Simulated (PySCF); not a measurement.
Peak assignment

Atom-mapped SMILES (the numbers label the heavy atoms): `[BH3-:1][n+:2]1[cH:3][cH:4][cH:5][cH:6][c:7]1[C:8]#[N:9]`. Hydrogens are named by the atom that carries them.

- PBE0-D3(BJ)/def2-SVP structure
- shielding tensors at PBE0/pcSseg-1 (GIAO)
- J: B3LYP/pcJ-1 (spin–dipole term only in couplings to heteroatoms)
- code: PySCF 2.14
- isolated molecule, one conformer, fast rotation and ring inversion assumed for equivalent nuclei, non-relativistic

References, each an isolated molecule treated in the same way: 13C and 1H against TMS.

(1) Assign these signals to the numbered atoms. 13C{1H} NMR (computed): δ 156.8, 142.5, 138.5, 137.2, 129.9, 119.4.

(2) Assign these signals to the numbered atoms. 1H NMR (400 MHz, computed): δ 9.01 (d of quint, J = 6.9, 1.3 Hz, 1H), 7.82 (m, 1H), 7.75 (m, 1H), 7.37 (m, 1H), 3.42 (br, 3H).

Results:

(1) 
156.8 → C3, aromatic CH next to a ring nitrogen: the adjacent ring nitrogen, though it donates into the ring, and the other ring atoms leave it deshielded
142.5 → C5, aromatic CH
138.5 → C6, aromatic CH: the aromatic region
137.2 → C7, substituted aromatic carbon next to a ring nitrogen
129.9 → C4, aromatic CH: the aromatic region
119.4 → C8, nitrile carbon: typical of a nitrile

C6 and C7 lie closer than the usual error of such a calculation, so a measured spectrum could show them in the other order.

(2) 
| δ (ppm) | atoms | environment | reason |
| --- | --- | --- | --- |
| 9.01 | H(C3) | hydrogen on an aromatic CH next to a ring nitrogen | ring current plus the neighbouring ring nitrogen |
| 7.82 | H(C5) | hydrogen on an aromatic CH | it sits in the deshielding region of the aromatic ring current |
| 7.75 | H(C6) | hydrogen on an aromatic CH | – |
| 7.37 | H(C4) | hydrogen on an aromatic CH | – |
| 3.42 | H(B1) | hydrogen on a boron bonded to N | – |

H(C5) and H(C6) lie closer than the usual error of such a calculation, so a measured spectrum could show them in the other order.

Hydrogens on boron are broadened and split by 11B (spin 3/2, 80 %) and 10B (spin 3). Splittings below 1 Hz are ignored in the labels, and close J values are merged. Unscaled 3J(H,H) at this level run about 10 % above measured values. Shifts are as computed. Against solution values, carbons near 30 ppm lie about +2 ppm off and those near 130 ppm about +5 ppm. Of 1313 compounds with measured shifts, 239 miss one by over three times the rms of a fit or turn the order of signals round; such compounds aren't used in these exercises.
